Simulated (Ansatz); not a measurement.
Consider the ligand exchange at the Si–C bond: `C[SiH2][CH2][GeH3]` + `O[SiH2]F` → `C[SiH2]O[SiH2]F` + `[CH3][GeH3]`.

Isolated molecules relaxed with PBE0-D4/def2-TZVP in Ansatz; ΔE leaves out vibrations. CCSD(T)/CBS adds triple-zeta CCSD(T) − MP2 to the extrapolated MP2 energy (def2 sets, frozen cores). Functionals use def2-TZVPP. B3LYP here is the variant with VWN-RPA as its local correlation; programs differ in this. For Ge outer-core shells are correlated without core-valence functions, which leaves a few kJ/mol of doubt a bond. Scalar relativity is left out up to krypton. Each species was taken in one conformer, which may not be the lowest.

```json
{"species": "`C[SiH2][CH2][GeH3]`", "B3LYP energy (Eh)": "-2448.85156"}
{"species": "`O[SiH2]F`", "B3LYP energy (Eh)": "-466.59138"}
{"species": "`C[SiH2]O[SiH2]F`", "B3LYP energy (Eh)": "-796.70493"}
{"species": "`[CH3][GeH3]`", "B3LYP energy (Eh)": "-2118.78294"}
```

Task: Work out ΔE.

Result: ΔE = (-796.70493) + (-2118.78294) − (-2448.85156) − (-466.59138) = -0.04493 Eh = -28.2 kcal/mol. CCSD(T)/CBS gives -25.7 kcal/mol.

Largest T1 diagnostic among the species: 0.011.

From PBE to PBE0 (25 % exact exchange), in def2-TZVPP and without D4, ΔE moves by −1.1 kcal/mol. In def2-TZVPP, CCSD(T) changes the Hartree–Fock value by +6.4 kcal/mol (the triples alone add +0.9 kcal/mol) and MP2 by +6.6 kcal/mol. The D4 term adds +1.0 kcal/mol with B3LYP and +0.5 kcal/mol with PBE0; it sums over pairs of atoms, weighted by their polarisabilities, and B3LYP, whose exchange is more repulsive, gets the larger term.
